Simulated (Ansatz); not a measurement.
Input file for Ansatz (a quantum-chemistry and plane-wave program): R-MP2/def2-TZVPPD on H3OSb (SMILES [OH][SbH2]), atoms moved off the minimum. Elements past Kr take the def2 small-core potentials; no spin–orbit coupling. Files ending in .json are basis or fitting sets from the Basis Set Exchange. The run froze 10 orbitals, filled d shells among them.

Ansatz 0.2 input:
```yaml
crystal:
  periodic: [false, false, false]
  atoms:
    - {symbol: Sb, position_ang: [-0.08645658, -0.19639364, 0.16585008]}
    - {symbol: H, position_ang: [-1.63644193, -0.03089734, -0.85057519]}
    - {symbol: H, position_ang: [0.36376501, -1.59918667, -0.86488587]}
    - {symbol: O, position_ang: [0.80804343, 1.25246113, -0.89646063]}
    - {symbol: H, position_ang: [1.38523246, 1.74070734, -0.30457342]}
basis:
  gaussian:
    orbitals: def2-TZVPPD.json
magnetization: {spin_polarized: false}
correlation: {method: mp2, electrons: outside_noble_gas}
scf: {lower_state_search: off}
output: {forces: true}
```

It printed:

```
WARN ansatz: RAYON_NUM_THREADS=1 ignored (pool sized by the plan → 1); use --threads N
Functional definition: HF
these checks for a lower state are left out or cut short: starts, cluster_reference, orbital_swaps, neighbouring_geometries, increment
integrals: 0.14 GiB planned
1017 factors; integrals over basis functions are off by at most 7.4e-4 eV
mean field: 0.36 GiB planned
mean field evaluation 1: about -8592.7745 eV, gradient 3.8e1 eV
mean field evaluation 2: about -8592.8150 eV, gradient 3.8e1 eV
mean field evaluation 4: about -8595.5941 eV, gradient 2.3e0 eV
mean field evaluation 8: about -8595.6310 eV, gradient 1.8e-1 eV
mean field -8595.63123019 eV, -315.8836213812 hartree, gradient 2.8e-6 eV, S^2 0.000000; 0 other end points of the search recorded, 0 dependent functions left out
10 core orbitals not correlated
reference -8595.63123019 eV, -315.8836213812 hartree; 7, 7 occupied and 130, 130 virtual orbitals, 1017 factors
densities: 0.35 GiB planned
second order -10.45670016 eV of doubles, -0.00000000 eV of singles
the calculation of the forces begins
mean field evaluation 16: about -8595.5703 eV, gradient 7.2e-1 eV
Total energy: -8606.08793035 eV, -316.2678980245 hartree
Atom 0 at    -0.086457    -0.196394     0.165850 Å, force    -1.183639    -0.343720    -1.864817 eV/Å
Atom 1 at    -1.636442    -0.030897    -0.850575 Å, force     1.364799    -0.172822     1.053132 eV/Å
Atom 2 at     0.363765    -1.599187    -0.864886 Å, force    -0.124366     0.924637     0.584828 eV/Å
Atom 3 at     0.808043     1.252461    -0.896461 Å, force    -0.185722    -0.515282     0.151095 eV/Å
Atom 4 at     1.385232     1.740707    -0.304573 Å, force     0.128927     0.107187     0.075761 eV/Å
Dipole moment:     0.070807    -0.077616     0.435884 e Å
Checks for a lower state left out: starts, cluster_reference, orbital_swaps, neighbouring_geometries, increment
```

The run converged.

Cost: roughly 6 core-seconds.
